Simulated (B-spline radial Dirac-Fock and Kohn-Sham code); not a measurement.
Bi³⁺: eigenvalues, ΔSCF and the reference

System: the Bi³⁺ ion in the configuration [Xe] 4f14 5d10 6s2.

The density-functional columns are spherical, spin-unpolarised Dirac-Kohn-Sham results without Breit or QED terms: −ε is minus the orbital energy of the initial state and ΔSCF the difference of two total energies. The reference in the last column comes from relaxed Dirac-Fock hole states (ΔSCF) with Breit and QED corrections and a finite nucleus. All numbers are from an atomic code on a B-spline grid, in eV; a selection of levels is shown. For the 1s level of heavy atoms much of the gap between ΔSCF and the reference is the Breit and QED part, -514.8 eV here; for other levels the error of the functional can be larger.

```csv
level,LDA −ε,LDA ΔSCF,PBE −ε,PBE ΔSCF,Dirac-Fock
1s,90409.7,91065.3,90479.7,91137.7,90560.3
2s,16255.9,16379.8,16266.5,16390.0,16432.0
2p1/2,15632.3,15792.8,15637.3,15797.7,15749.9
2p3/2,13315.3,13447.2,13317.9,13449.6,13456.9
3s,3944.6,3982.4,3947.4,3985.1,4045.1
3p1/2,3660.3,3701.0,3661.3,3702.0,3740.0
3p3/2,3141.6,3177.8,3142.0,3178.1,3221.3
3d3/2,2670.8,2714.2,2670.5,2713.9,2727.4
3d5/2,2560.7,2602.5,2560.3,2602.1,2619.2
4s,926.3,944.2,927.6,945.5,984.0
4p1/2,802.3,820.2,802.8,820.8,851.0
4p3/2,674.2,691.0,674.9,691.7,722.3
4d3/2,471.3,488.0,471.3,488.0,506.1
4d5/2,447.4,463.8,447.4,463.8,482.1
4f5/2,183.8,200.0,183.3,199.5,199.2
4f7/2,178.3,194.4,177.8,193.8,194.0
5s,185.6,195.8,185.2,195.4,205.8
5p1/2,142.4,152.2,141.9,151.7,157.8
5p3/2,117.4,126.7,117.2,126.5,133.3
5d3/2,56.87,65.01,56.62,64.76,63.68
5d5/2,53.79,61.77,53.57,61.54,60.68
6s,40.43,45.88,39.95,45.37,42.56
```

Problem. Order the estimates of the K (1s) level by their distance from the Dirac-Fock value, nearest first.
A. PBE ΔSCF
B. LDA ΔSCF
C. LDA −ε
D. PBE −ε

Solution. D (80.7 eV), C (150.7 eV), B (504.9 eV), A (577.3 eV).

An eigenvalue near the reference for a deep level is a cancellation of errors: it lacks relaxation, carries self-interaction and omits Breit and QED terms.

For the outermost level NIST gives 45.37 ± 0.06 eV (measured); the differences from it are LDA −ε -4.94, LDA ΔSCF +0.51, PBE −ε -5.42, PBE ΔSCF 0.00, Dirac-Fock -2.81 eV.

Values without a named source are computed, but for edge energies of neutral atoms, which are taken from tables.
